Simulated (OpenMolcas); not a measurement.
Cu2+ with 6 ligands (iodide) in octahedral coordination (Oh) at 2.86 Å. A charge of +0.667 e stands 2.6 Å behind each ligand. Ligand basis ANO-RCC-VDZP.
```
Cu    0.0000    0.0000    0.0000
I     2.8600    0.0000    0.0000
I     0.0000    2.8600    0.0000
I    -2.8600    0.0000    0.0000
I     0.0000   -2.8600    0.0000
I     0.0000    0.0000    2.8600
I     0.0000    0.0000   -2.8600
```

| Quantity | Value |
| --- | --- |
| Program | OpenMolcas 26.06 |
| Method | CASSCF |
| Basis | ANO-RCC-VTZP [6s5p3d2f1g] |
| Scalar Hamiltonian | DKH2, point nucleus |
| Active space | 9 electrons in 5 orbitals (3d) |
| State averaging | 2S+1 = 2 even, 5 roots |
| Spin-orbit coupling | state interaction with AMFI integrals over the reference wave functions |

(1) What is the spin-free ground state (labels of O, the rotations of Oh)?

(2) Where is the first state of the same spin?

(3) What are the lowest two levels with spin-orbit coupling?

(4) What is χT at 300 K, and how does it compare with the textbook value?

(5) Which ligand-field parameters describe the states?

## Answers

(1) 2E, 2-fold in its orbital part, 100 % from free-ion D terms; it has the highest spin that d9 allows.

(2) 2T2 at 2190 cm-1 above the ground state.

(3) A 4-fold level Γ8, then a 2-fold level Γ7 1679 cm-1 above it. Their leading multiplicities are 2 (100 %) and 2 (100 %).

(4) The lowest level has 2S+1 = 2, for which the spin-only value is χT = S(S+1) / 2 = 0.375 cm3 K/mol (g = 2). The computed 0.917 at 300 K differs by +0.542, through orbital momentum, spin-orbit coupling and any other state in reach.

(5) The gap between the two states is 10Dq = 2191 cm-1. 

An orbital doublet at a regular site is open to a Jahn-Teller distortion, which this geometry leaves out. Ligand-to-metal charge-transfer states are missing. With metal d orbitals alone and no dynamic correlation the field as a rule comes out too small, by tens of per cent, by up to half for chloride and softer ligands, and the orbital part of g and χT, which goes as 1/10Dq, too large. No measured value stands beside these numbers; the geometry was imposed, not optimised, and the real ion may take another.
